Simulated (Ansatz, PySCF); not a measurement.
Molecule: PbBr$_{2}$, net charge 0, singlet state. SMILES: [Br][Pb][Br]
Coordinates optimised at B3LYP-D3(BJ)/def2-TZVP (Ansatz, an electronic-structure program):
```
Pb
Br 1 2.6339
Br 1 2.6339 2 100.51
```

Quantity: atomisation energy (electronic, to ground-state atoms), in kcal/mol. Cores are frozen in the correlated levels unless marked. UHF or UKS for open shells. Spin-orbit coupling is left out. Frozen are the shells of the preceding noble gas and the d and f shells that filled before the atom's block. Past Kr the def2 sets carry scalar-relativistic core potentials. The coupled-cluster limit lacks core correlation, which all-electron functionals hold. CBS marks a two-point X^-3 extrapolation of the correlation energy; Hartree-Fock from the larger set. [CCSD(T)-MP2]/basis is that difference in the basis named.

```csv
level,program,atomisation energy (kcal/mol)
HF-D4/def2-TZVPD,PySCF + dftd4,111.4
BLYP-D3(BJ)/def2-TZVPD,Ansatz + dftd3,166.0
BP86/def2-TZVPD,PySCF,166.8
TPSS-D3(BJ)/def2-TZVPD,PySCF + dftd3,170.4
B3LYP/def2-TZVPD,Ansatz,157.9
PBE0-D3(BJ)/def2-TZVP,Ansatz + dftd3,163.4
HSE06-D4/def2-TZVPD,Ansatz + dftd4,163.9
CAM-B3LYP-D4/def2-TZVPD,Ansatz + dftd4,157.3
CAM-B3LYP/def2-TZVPD,Ansatz,154.9
LC-wPBE-D3(BJ)/def2-TZVPD,Ansatz + dftd3,152.5
MP2/def2-TZVPPD,Ansatz,157.6
SCS-MP2/def2-SVPD,Ansatz,144.4
CCSD(T)/def2-SVP,Ansatz,138.1
"RI-MP2/CBS(def2-TZVPP,def2-QZVPP)+[CCSD(T)-MP2]/def2-TZVPP",Ansatz,159.5
"RI-MP2/CBS(def2-TZVPPD,def2-QZVPPD)+[CCSD(T)-MP2]/def2-TZVPPD",Ansatz,159.5
```
